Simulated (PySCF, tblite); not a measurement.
Compound: C6H10F2S.
Cartesian coordinates in Å at the GFN2-xTB level; atoms count from 1:
```xyz
19
C6H10F2S angstrom
C      2.6600    0.0641   -1.8117
S      2.0170   -0.0962   -0.1225
C      0.2592    0.0015   -0.2549
C     -0.4815    0.1439   -1.3473
F     -0.0026    0.2426   -2.6050
C     -0.3921   -0.1046    1.1081
C     -1.2997   -1.3316    1.2091
C     -1.1543    1.1740    1.4673
F     -2.2661    1.3376    0.6790
H      2.3023   -0.7571   -2.4235
H      2.3634    1.0187   -2.2331
H      3.7407    0.0166   -1.7154
H     -1.5583    0.2059   -1.3330
H      0.4127   -0.1986    1.8450
H     -2.1522   -1.2315    0.5434
H     -1.6658   -1.4414    2.2271
H     -0.7488   -2.2282    0.9387
H     -0.5314    2.0617    1.3205
H     -1.5124    1.1319    2.5008
```

Theory: PBE0/pcSseg-1 in PySCF (dipole) on a GFN2-xTB geometry, gas phase.

Take the most abundant isotopes and a rigid rotor. The values belong to one conformer with, in the numbering `[CH3:1][S:2]/[C:3](=[CH:4]\[F:5])[C@H:6]([CH3:7])[CH2:8][F:9]`, C1–S2–C3–C4 1°, S2–C3–C6–C7 -118°, C3–C6–C8–F9 69°.

**Question.** What are A, B and C (GHz)?

**Answer.** Ia = 254.80, Ib = 577.50, Ic = 687.54 u·Å²; 505379 MHz·u·Å²/I gives 1983, 875.1 and 735.1 MHz, that is A = 1.9834, B = 0.8751, C = 0.7351 GHz.

**Question.** What kind of rotor is it?

**Answer.** An asymmetric top. Ray's parameter κ = (2B − A − C)/(A − C) = -0.776; −1 is the prolate and +1 the oblate limit.

**Question.** Is it planar, by Δ = Ic − Ia − Ib?

**Answer.** Not planar: Δ = Ic − Ia − Ib = -144.76 u·Å². For a rigid frame Δ = −2 Σ m c², so Σ m c² = 72.38 u·Å² lies off the ab plane: 17.89 from hydrogen and 54.49 from heavier atoms. The atom farthest from that plane is 2.33 Å away.

**Question.** Give the other two planar moments, Paa and Pbb, and the rms extents of the mass along the axes.

**Answer.** Paa = Σ m a² = (Ib + Ic − Ia)/2 = 505.12 and Pbb = Σ m b² = (Ia + Ic − Ib)/2 = 182.42 u·Å². With the mass M = 152.05 u, the rms extents √(P/M) along a, b and c are 1.82, 1.10, 0.69 Å.

**Question.** Where do the levels up to J = 3 lie, in MHz?

**Answer.** Above 0(0,0):
J = 1: 1(0,1) 1610, 1(1,1) 2718, 1(1,0) 2859
J = 2: 2(0,2) 4818, 2(1,2) 5799, 2(1,1) 6219, 2(2,1) 9544, 2(2,0) 9556
J = 3: 3(0,3) 9599, 3(1,3) 10412, 3(1,2) 11251, 3(2,2) 14374, 3(2,1) 14436, 3(3,1) 20273, 3(3,0) 20274
The levels of one J sum to (2J + 1)J(J + 1)(A + B + C)/3.

**Question.** Predict some low-J microwave lines.

**Answer.** The dipole components are |μa| = 0.00 D, |μb| = 1.33 D, |μc| = 0.01 D. The squared components, which scale the intensities, stand as 0.00 : 1.00 : 0.00 (a : b : c). Some lines, for components of 0.1 D or more:

```tsv
type	branch	J(Ka,Kc)	MHz	lower level (cm⁻¹)
b	R	4(2,2) ← 3(3,1)	713	0.676
b	Q	1(1,0) ← 1(0,1)	1248	0.054
b	R	2(0,2) ← 1(1,1)	2100	0.091
b	Q	4(2,2) ← 4(1,3)	3041	0.599
b	Q	2(2,0) ← 2(1,1)	3337	0.207
b	R	4(1,3) ← 3(2,2)	3571	0.479
b	R	3(0,3) ← 2(1,2)	3801	0.193
b	Q	3(2,2) ← 3(1,3)	3963	0.347
b	Q	4(2,3) ← 4(1,4)	4256	0.552
b	R	4(0,4) ← 3(1,3)	5509	0.347
b	R	3(1,3) ← 2(0,2)	5594	0.161
b	Q	4(3,1) ← 4(2,2)	5756	0.700
b	Q	3(3,0) ← 3(2,1)	5838	0.482
b	Q	4(3,2) ← 4(2,3)	5932	0.694
b	R	2(2,1) ← 1(1,0)	6685	0.095
b	R	2(2,0) ← 1(1,1)	6838	0.091
b	Q	4(4,1) ← 4(3,2)	8228	0.892
b	R	3(2,1) ← 2(1,2)	8637	0.193
b	R	4(3,2) ← 3(2,1)	12301	0.482
b	R	4(3,1) ← 3(2,2)	12368	0.479
b	R	4(4,0) ← 3(3,1)	14691	0.676
```

**Question.** Estimate the classical rotational partition function at 25 K, 200 K and 298.15 K.

**Answer.** Point group C1, symmetry number σ = 1; q = (√π/σ)·√((kT/h)³/(ABC)), k/h = 20836.6 MHz/K: 18700 at 25 K, 422000 at 200 K, 768000 at 298.15 K.

Its lowest GFN2-xTB frequency is 12 cm⁻¹, too small to tell a flat minimum from a shallow saddle. Zero-point vibration and centrifugal distortion are left out. A rigid rotor knows nothing of internal rotation, which can split or shift real lines.
